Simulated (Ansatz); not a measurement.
A CCSD(T) single point on C$_{5}$H$_{8}$O$_{3}$Sn (`CC1=CC(C)=[O+][Sn-]([OH])[O]1`).

```yaml
crystal:
  periodic: [false, false, false]
  atoms:
    - {symbol: C, position_ang: [2.244316, -1.225073, -0.608309]}
    - {symbol: C, position_ang: [1.238678, -0.307076, 0.014338]}
    - {symbol: C, position_ang: [0.008188, -0.111339, -0.619585]}
    - {symbol: C, position_ang: [-0.977757, 0.793756, -0.215844]}
    - {symbol: C, position_ang: [-2.193848, 0.979335, -1.069315]}
    - {symbol: O, position_ang: [-0.938804, 1.510426, 0.830301]}
    - {symbol: Sn, position_ang: [0.388128, 1.313790, 2.537491]}
    - {symbol: O, position_ang: [-0.502399, -0.348737, 3.160561]}
    - {symbol: O, position_ang: [1.609003, 0.245020, 1.094900]}
    - {symbol: H, position_ang: [1.889677, -1.667473, -1.537827]}
    - {symbol: H, position_ang: [2.491329, -2.016259, 0.103850]}
    - {symbol: H, position_ang: [3.164681, -0.667167, -0.797146]}
    - {symbol: H, position_ang: [-0.165431, -0.653020, -1.538359]}
    - {symbol: H, position_ang: [-2.264868, 2.029732, -1.361809]}
    - {symbol: H, position_ang: [-2.180679, 0.353594, -1.960225]}
    - {symbol: H, position_ang: [-3.082429, 0.752943, -0.474958]}
    - {symbol: H, position_ang: [-0.746788, -0.982953, 2.482136]}
basis:
  gaussian: {orbitals: def2-SVP}
correlation: {method: ccsd_t}
```

```sh
$ ansatz run in.yaml --threads 4 --pin off --events-out ev --progress --plain --max-ram 66560MiB --backend cuda --devices 0, --max-vram 37GiB
```

Output of Ansatz, abridged:

```
Functional definition: HF
1874 factors; integrals over basis functions are off by at most 1.3e-3 eV
mean field evaluation 1: about -17181.4661 eV, gradient 5.8e1 eV
mean field evaluation 2: about -17181.7178 eV, gradient 5.8e1 eV
mean field evaluation 4: about -17189.1406 eV, gradient 5.8e0 eV
mean field evaluation 8: about -17189.2728 eV, gradient 4.9e-1 eV
mean field -17189.27393854 eV, -631.6941659328 hartree, gradient 1.1e-6 eV, S^2 0.000000; 0 other end points of the search recorded, 0 dependent functions left out
12 core orbitals not correlated: weight in the atoms' cores, before any rotation towards them, 1.000 or more for the frozen orbitals, at most 0.000 for the correlated occupied ones
reference -17189.27393854 eV, -631.6941659328 hartree; 30, 30 occupied and 136, 136 virtual orbitals, 1874 factors
second order -35.69588868 eV of doubles, -0.00000000 eV of singles
cycle   1  -35.98531907 eV  change   -2.9e-1 eV  update   1.7e-1
cycle   2  -37.00121946 eV  change    -1.0e0 eV  update   5.4e-2
cycle   3  -37.29503522 eV  change   -2.9e-1 eV  update   3.3e-2
cycle   4  -37.28926690 eV  change    5.8e-3 eV  update   1.0e-2
cycle   5  -37.27959587 eV  change    9.7e-3 eV  update   5.4e-3
cycle   6  -37.28096698 eV  change   -1.4e-3 eV  update   1.8e-3
cycle   7  -37.28099750 eV  change   -3.1e-5 eV  update   8.4e-4
cycle   8  -37.28061611 eV  change    3.8e-4 eV  update   2.9e-4
cycle   9  -37.28068377 eV  change   -6.8e-5 eV  update   1.4e-4
cycle  10  -37.28083245 eV  change   -1.5e-4 eV  update   6.7e-5
cycle  11  -37.28074393 eV  change    8.9e-5 eV  update   3.4e-5
cycle  12  -37.28075296 eV  change   -9.0e-6 eV  update   1.9e-5
perturbative correction -1.28645037 eV, -0.0472761791 hartree
Total energy: -17227.84114187 eV, -633.1114845135 hartree
```

Hardware: 4 threads of an AMD EPYC 7R13 on a shared host and a share of an NVIDIA H100 80 GB. Wall time 8 s, peak host memory 1 GiB.

The correlation energy is -38.567 eV, 3.3 % of it from (T); the T1 diagnostic reads 0.0166.
